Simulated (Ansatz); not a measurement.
Mulliken charges of CHFGaN, SMILES `N#[C][GaH][F]` from PBE/def2-TZVPP in Ansatz (PBE0-D4/def2-TZVP geometry).

```csv
atom,x (Å),y (Å),z (Å),charge (e)
N1,1.214,-1.657,1.266,0.049
C2,0.641,-0.865,0.656,-0.236
Ga3,-0.260,0.519,-0.346,0.493
F4,-1.725,-0.053,-1.093,-0.311
H5,0.179,1.983,-0.526,0.005
```

Problem. By hand: the dipole of these point charges (1 e Å = 4.8032 D).

Solution. Σ q r = (0.317, 0.405, 0.074) e Å, of length 0.520 e Å = 2.50 D.

Problem. How does the dipole of the full density compare? (Estimate.)

Solution. Computed: (0.014, 0.630, -0.188) e Å, 3.16 D; the point charges give 0.79 times that, at 44° from its direction.

Point charges leave out the atoms' own dipoles, such as those of lone pairs, and Mulliken's split depends on the basis, so the two needn't agree.
